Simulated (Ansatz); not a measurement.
System: CoF$_{2}$ (charge +1, quintet). The spin state was set by rule; other spins were not relaxed. SMILES: [F][Co+][F]
Geometry from a B3LYP-D3(BJ)/def2-TZVP (Ansatz, a program for electronic structure) optimisation:
```xyz
3

Co     0.0000     0.0000     0.0000
F      0.0000     0.0000     1.6733
F      0.0000     0.0000    -1.6733
```
Charge +1, spin multiplicity 5.

Parts of the frozen-core correlation energy in def2-SVPD (Ansatz, hartree). Frozen orbitals: 11; correlated occupied orbitals by spin: 13 and 9; virtual: 56 and 60. Open shells are spin-unrestricted. No spin-orbit coupling. Non-relativistic.

| term | value |
|---|---|
| reference (HF) | -1579.62700 |
| MP2 opposite-spin | -0.36992 |
| MP2 same-spin | -0.17941 |
| CCSD correlation | -0.56606 |
| (T) | -0.02247 |
| T1 diagnostic | 0.052 |
| largest doubles amplitude | 0.060 |
| <S^2> of the reference | 6.017 |
